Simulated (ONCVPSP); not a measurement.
An all-electron radial function and its pseudo partner (helium)

Columns: radius, all-electron u(r) and pseudo u(r) of the 1s shell (level -15.52 eV) of helium in the configuration 1s2; LDA (Perdew-Wang 92), scalar-relativistic, ONCV scheme, ONCVPSP 4.0.1.

| r (bohr) | all-electron | pseudo |
| --- | --- | --- |
| 0.028 | 0.1245 | 0.1027 |
| 0.055 | 0.2319 | 0.1998 |
| 0.083 | 0.3312 | 0.2965 |
| 0.110 | 0.4161 | 0.3845 |
| 0.138 | 0.4941 | 0.4692 |
| 0.165 | 0.5607 | 0.5440 |
| 0.193 | 0.6211 | 0.6135 |
| 0.220 | 0.6722 | 0.6726 |
| 0.248 | 0.7182 | 0.7254 |
| 0.275 | 0.7565 | 0.7680 |
| 0.303 | 0.7907 | 0.8041 |
| 0.330 | 0.8187 | 0.8316 |
| 0.358 | 0.8431 | 0.8538 |
| 0.385 | 0.8625 | 0.8703 |
| 0.413 | 0.8789 | 0.8837 |
| 0.440 | 0.8915 | 0.8939 |
| 0.468 | 0.9014 | 0.9023 |
| 0.495 | 0.9084 | 0.9086 |
| 0.523 | 0.9130 | 0.9130 |
| 0.550 | 0.9153 | 0.9153 |
| 0.578 | 0.9158 | 0.9158 |
| 0.605 | 0.9144 | 0.9144 |
| 0.633 | 0.9113 | 0.9114 |
| 0.660 | 0.9070 | 0.9070 |
| 0.688 | 0.9012 | 0.9012 |
| 0.715 | 0.8945 | 0.8946 |

(1) How many radial nodes do the two functions have?

(2) At about which radius was the pseudo-wave matched?

(3) Is the pseudo-wave norm-conserving?

## Answers

(1) The all-electron 1s function has n − l − 1 = 0; the pseudo-wave has 0.

(2) 0.55 bohr. The columns agree to 0.0005 from 0.49 bohr on; several derivatives are matched, so the curves merge somewhat inside the radius.

(3) Yes: the ONCV scheme keeps the norm inside the radius equal to the all-electron one, which fixes the energy derivative of the logarithmic derivative at the level.
